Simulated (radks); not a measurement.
Trend from Rb to Xe: ionisation energy by Delta-SCF between NIST ground configurations, and size. Method: Dirac Kohn-Sham, BLYP, spin-unpolarised, spherical densities, finite nucleus; open shells are shared between the two j in proportion to 2j + 1; Fermi nuclear charge, rms radius of each element as measured or else 0.836 A^(1/3) + 0.57 fm; computed with a radial shooting solver on a logarithmic mesh with Libxc functionals.

| species | configuration | IE (eV) | NIST (eV) | kind | outermost | <r> outermost (bohr) |
|---|---|---|---|---|---|---|
| Rb | [Kr] 5s1 | 4.193 | 4.177 | exp. | 5s1/2 | 5.17 |
| Sr | [Kr] 5s2 | 5.808 | 5.695 | exp. | 5s1/2 | 4.31 |
| Zr | [Kr] 4d2 5s2 | 7.060 | 6.634 | exp. | 5s1/2 | 3.73 |
| Nb | [Kr] 4d4 5s1 | 6.669 | 6.759 | exp. | 5s1/2 | 3.73 |
| Mo | [Kr] 4d5 5s1 | 6.935 | 7.092 | exp. | 5s1/2 | 3.60 |
| Tc | [Kr] 4d5 5s2 | 8.123 | 7.119 | exp. | 5s1/2 | 3.31 |
| Ru | [Kr] 4d7 5s1 | 7.366 | 7.361 | exp. | 5s1/2 | 3.39 |
| Rh | [Kr] 4d8 5s1 | 7.549 | 7.459 | exp. | 5s1/2 | 3.31 |
| Pd | [Kr] 4d10 | 9.082 | 8.337 | exp. | 4d5/2 | 1.61 |
| Ag | [Kr] 4d10 5s1 | 7.873 | 7.576 | exp. | 5s1/2 | 3.16 |
| Cd | [Kr] 4d10 5s2 | 9.319 | 8.994 | exp. | 5s1/2 | 2.90 |
| In | [Kr] 4d10 5s2 5p1 | 5.368 | 5.786 | exp. | 5p3/2 | 3.82 |
| Sn | [Kr] 4d10 5s2 5p2 | 6.815 | 7.344 | exp. | 5p3/2 | 3.32 |
| Sb | [Kr] 4d10 5s2 5p3 | 8.214 | 8.608 | exp. | 5p3/2 | 2.98 |
| Te | [Kr] 4d10 5s2 5p4 | 9.599 | 9.010 | exp. | 5p3/2 | 2.73 |
| I | [Kr] 4d10 5s2 5p5 | 10.987 | 10.451 | exp. | 5p3/2 | 2.53 |
| Xe | [Xe] | 12.385 | 12.130 | exp. | 5p3/2 | 2.36 |

Reference values: NIST Atomic Spectra Database (exp. = measured, semi-emp. = semi-empirical, theory = theoretical value adopted there). Spin polarisation and multiplet splitting are left out, so open shells lie too high by an amount that depends on their filling. Sharing an open shell by 2j + 1 raises it above the true ground level by a part of the spin-orbit splitting, which enters the differences from NIST.

Beside tabulated values, note that spin-unpolarised runs miss the spin-polarisation part of the exchange energy of open shells.
